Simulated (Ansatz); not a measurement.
Reading a saddle point

A first-order saddle point of CH$_{4}$ClIn, singlet, PBE0-D4/def2-TZVP, with one imaginary mode of 932i cm⁻¹:

In1  (-0.910, -0.443, -0.495)
Cl2  (0.447, -2.842, -0.476)
H3  (-1.067, -2.158, -0.965)
C4  (0.230, 1.162, 0.371)
H5  (0.427, 0.930, 1.420)
H6  (1.183, 1.244, -0.156)
H7  (-0.309, 2.107, 0.301)
(Å)

Computed with Ansatz 0.2.0 (basis: def2-TZVPP and def2-QZVPP); correlated methods freeze the cores. Filled d shells of the heavier atoms are correlated. Core potentials replace the inner electrons of the atoms past krypton. The def2 sets are not built for correlating such inner shells, so the correlated values are less sure here. Extrapolation: Hartree–Fock as exp(−7.88 √X), correlation as X^−2.97.

Problem. Which contacts change along the imaginary mode, and what lies on either side? (Judge from chemistry; the calculation decides.)

Solution. By the calculation: The step is CH₄ClIn ([CH3][InH][Cl]) → CH₃In ([CH3][In]) + HCl, with the molecules in contact on both sides. Shortening one way: Cl2–H3; lengthening the same way: In1–Cl2, In1–H3.
| pair | one side (Å) | saddle (Å) | other side (Å) |
| --- | --- | --- | --- |
| Cl2–H3 | 3.38 | 1.73 | 1.31 |
| In1–Cl2 | 2.36 | 2.76 | 3.91 |
| In1–H3 | 1.71 | 1.79 | 2.60 |

Problem. Which side is lower, and how far does the saddle lie above each? (Judge from chemistry; the value comes from the calculation.)

Solution. Computed: The side with In1–Cl2, In1–H3 short is lower by 112.4 kJ/mol; the saddle lies 184.2 kJ/mol above it and 71.8 kJ/mol above the other (CCSD(T) at an estimated basis limit (MP2 extrapolated from triple and quadruple zeta, plus CCSD(T) − MP2 in triple zeta); electronic energies).

The T1 diagnostic stays at or below 0.017. The restricted Hartree–Fock reference is unstable towards an unrestricted one at one or more of these structures.

Labels in which every atom is bracketed show which atoms are joined, not bond orders.

For scale, one of the runs: CCSD(T)/def2-TZVPP, 179 basis functions, launched by `ansatz run in.yaml --threads 2 --pin off --events-out ev --progress --plain --max-ram 4352MiB`. The run took 26 s on 2 CPU threads of an Intel Xeon 6975P-C (shared host), with 1.9 GiB of host memory at its peak.
